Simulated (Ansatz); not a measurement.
Species: bromogermane, sum formula GeH3Br (charge 0, singlet). 
Geometry from a B3LYP-D3(BJ)/def2-TZVP (Ansatz, a quantum-chemistry and plane-wave program) optimisation:
```
Ge
H 1 1.5327
H 1 1.5327 2 111.72
H 1 1.5327 2 111.72 3 -125.97
Br 1 2.3318 2 107.12 4 -117.01
```

Basis-set convergence of Hartree-Fock and CCSD correlation energies (hartree) with Ansatz. Valence correlation only, unless marked. Spin-orbit coupling is left out. The frozen core is the preceding noble-gas configuration, with the filled d and f shells of earlier blocks. No relativistic terms.

```tsv
basis	functions	E(HF)	E(corr, CCSD)
cc-pVDZ	69	-4649.50163	-0.24782
cc-pVTZ	128	-4649.65433	-0.32046
cc-pVQZ	226	-4649.66130	-0.34529
cc-pV5Z	373	-4649.66207	-0.35361
```

Extrapolating the two largest sets (X = 4 and 5) as X^-3: E(corr) = (125·(-0.35361) - 64·(-0.34529))/61 = -0.3623 Eh, an estimate of the basis-set limit. The largest set recovers 97.6 % of it, the smallest 68.4 %.
